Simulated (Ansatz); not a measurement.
`O[SiH](O)C#[C][GeH3]` + CH₃NH₂ → `CN[SiH](O)O` + `C#[C][GeH3]`  (ligand exchange at the Si–C bond)

Computed with Ansatz on PBE0-D4/def2-TZVP structures; ΔE is electronic, products minus reactants. CCSD(T)/CBS adds triple-zeta CCSD(T) − MP2 to the extrapolated MP2 energy (def2 sets, frozen cores). DFT in def2-TZVPP. For Ge outer-core shells are correlated without core-valence functions, which leaves a few kJ/mol of doubt a bond. Scalar relativity is left out up to krypton. One conformer a species, not always the lowest.

| level | ΔE (kcal/mol) |
| --- | --- |
| PBE-D4 | -5.7 |
| ωB97M-V | -7.8 |
| PBE | -5.2 |
| MP2/def2-TZVPP | -6.9 |
| SCS-MP2/def2-TZVPP | -6.8 |
| CCSD(T)/def2-TZVPP | -7.0 |
| SCS-MP2/def2-QZVPP | -7.0 |
| HF/CBS(def2) | -7.8 |

(1) What does CCSD(T)/CBS give? (An estimate is asked.)

Largest T1 diagnostic among the species: 0.012.

Answers

(1) The calculation gave: -7.3 kcal/mol. The listed levels differ from it by 1.6, -0.5, 2.1, 0.4, 0.5, 0.3, 0.3, -0.5 kcal/mol.

From PBE to PBE0 (25 % exact exchange), in def2-TZVPP and without D4, ΔE moves by −0.9 kcal/mol.
